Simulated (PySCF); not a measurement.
In(NCO)(OH)2 (CH2InNO3), SMILES [In]([OH])([OH])[N]=C=O.

Geometry: B3LYP-D3(BJ)/def2-SVP. The structure was generated by enumeration; whether it is a known compound was not checked. The def2 effective core potentials stand for the cores of In; spin–orbit coupling is left out. One conformer was computed; it need not be the lowest.

These are TDDFT-CAM-B3LYP/def2-SVPD in PySCF values and carry that method's errors.

Vertical excitations. The molecule is in vacuum. State labels are in the subgroup Cs.

Computed lowest excited states:
```tsv
state	symmetry	energy (eV)	λ (nm)	f	main pairs
S1	A"	5.27	235	0.001	HOMO−2→LUMO 58 %, HOMO→LUMO 32 %
S2	A"	5.29	234	0.001	HOMO→LUMO 54 %, HOMO−2→LUMO 36 %
S3	A'	5.49	226	0.057	HOMO−1→LUMO 91 %
S4	A"	5.96	208	0.063	HOMO−3→LUMO 85 %
S5	A"	6.26	198	0.000	HOMO−1→LUMO+1 93 %
S6	A'	6.42	193	0.023	HOMO−4→LUMO 58 %, HOMO−2→LUMO+1 20 %, HOMO→LUMO+1 14 %
S7	A'	6.61	187	0.018	HOMO−5→LUMO 38 %, HOMO→LUMO+1 34 %, HOMO−2→LUMO+1 12 %
S8	A'	6.74	184	0.232	HOMO−5→LUMO 35 %, HOMO→LUMO+1 34 %, HOMO−4→LUMO 10 %, HOMO−3→LUMO+1 8 %
S9	A"	7.25	171	0.003	HOMO→LUMO+3 48 %, HOMO→LUMO+10 21 %, HOMO→LUMO+2 17 %
S10	A'	7.51	165	0.208	HOMO−2→LUMO+1 60 %, HOMO−4→LUMO 21 %
T1	A"	4.83	257	0	HOMO−2→LUMO 90 %
T2	A'	4.89	253	0	HOMO−1→LUMO 82 %
T3	A"	4.96	250	0	HOMO→LUMO 71 %, HOMO−3→LUMO 19 %
T4	A"	5.40	229	0	HOMO−3→LUMO 68 %, HOMO→LUMO 20 %
```
Triplets are in the Tamm–Dancoff approximation, which puts them higher than full response would, so one can lie above its singlet here.
